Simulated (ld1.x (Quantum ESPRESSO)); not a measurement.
## What one change does to a pseudopotential (selenium (Se), RRKJ)

- Element: selenium
- Generator: ld1.x (Quantum ESPRESSO) 7.5
- Type: norm-conserving RRKJ (Kleinman–Bylander form)
- Functional: BP86
- Relativity: scalar-relativistic
- Frozen core: [Ar] 3d10
- Valence charge: 6
- Reference configuration: 4s1 4p5
- Partial waves: 4p (bound): rc 1.45 bohr; 4s (bound): rc 1.55 bohr
- Local potential: the s channel
- Core correction: a·sin(br)/r model core inside 0.75 bohr

Change: wave 4s (bound): rc 1.55 bohr becomes 4s (bound): rc 1.26 bohr.

Cutoffs: the cutoffs (Ry, on a coarse ladder) from which the occupation-weighted sum of valence levels, in a spherical-Bessel basis at the reference potential, stays within 10 and 1 mRy of its value at 400 Ry; they do not see the model core or the augmentation charge, which bear on the density cutoff. Errors are all-electron minus pseudo energies relative to the spin-unpolarised reference configuration.

What does the change do?

The potential gets harder (30 Ry and 50 Ry → 40 Ry and 100 Ry); a bound ghost appears in p, which as a rule spoils a file; of the 7 tests that both files solve, the error grows in 6 and shrinks in 0 by more than 15 % and 0.3 meV (median size 6.4 → 9.4 meV). A smaller radius makes the pseudo-wave follow the all-electron one further in, where it bends more sharply, so more plane waves are needed. That the errors move this way runs against the usual rule that smaller radii transfer better.

| quantity | base | changed |
| --- | --- | --- |
| cutoff, loose | 30 Ry | 40 Ry |
| cutoff, tight | 50 Ry | 100 Ry |
| loose cutoff by channel (10 mRy a level) | p 18 Ry, s 21 Ry | p 18 Ry, s 40 Ry |
| bound ghosts | none | p |
| error for 4s2 4p4, meV [ΔE -10.91 eV] | -6.1 | -8.5 |
| error for 4s2 4p3, meV [ΔE 0.06 eV] | -5.2 | -7.3 |
| error for 4s2 4p2, meV [ΔE 20.54 eV] | -10 | -15 |
| error for 4s2 4p4.3, meV [ΔE -12.53 eV] | -6.4 | -9.4 |
| error for 4s1 4p4, meV [ΔE 11.62 eV] | -4.0 | -6.1 |
| error for 4s2 4p0, meV [ΔE 93.96 eV] | -90 | -80 |
| error for 4s0 4p6, meV [ΔE 11.11 eV] | -8.7 | -12 |

 A true bound ghost makes a file unfit for plane-wave use even where its test errors are small: the radial tests pick states by their node count and pass the ghost by.
